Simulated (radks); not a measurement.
Charge is removed step by step from the 2p (averaged over the sub-levels emptied) level of Ag2+, starting from [Kr] 4d9. All-electron calculation, Dirac Kohn-Sham, PBE, spin-unpolarised, spherical densities, finite nucleus; open shells are shared between the two j in proportion to 2j + 1; Fermi nuclear charge, rms radius 4.5454 fm. Program: a radial shooting solver on a logarithmic mesh with Libxc functionals.

| removed (e) | E - E(0) (eV) | eigenvalue (eV) | E minus straight line (eV) |
|---|---|---|---|
| 0 | 0.000 | -3368.7 | 0.000 |
| 0.1 | 337.51 | -3381.5 | -5.850 |
| 0.2 | 676.31 | -3394.5 | -10.411 |
| 0.3 | 1016.4 | -3407.4 | -13.679 |
| 0.4 | 1357.8 | -3420.4 | -15.650 |
| 0.5 | 1700.5 | -3433.4 | -16.319 |
| 0.6 | 2044.5 | -3446.5 | -15.682 |
| 0.7 | 2389.8 | -3459.6 | -13.736 |
| 0.8 | 2736.4 | -3472.8 | -10.476 |
| 0.9 | 3084.3 | -3486.0 | -5.899 |
| 1 | 3433.6 | -3499.2 | 0.000 |

Removing the whole electron costs 3433.6 eV by Delta-SCF, against 3368.7 eV from minus the eigenvalue at the starting occupation. Slater's transition state (half an electron removed) gives 3433.4 eV. Integrating minus the eigenvalue over the occupation (Janak's theorem) gives 3433.6 eV. The mean slope of the eigenvalue, de/dn, is 131 eV per electron.
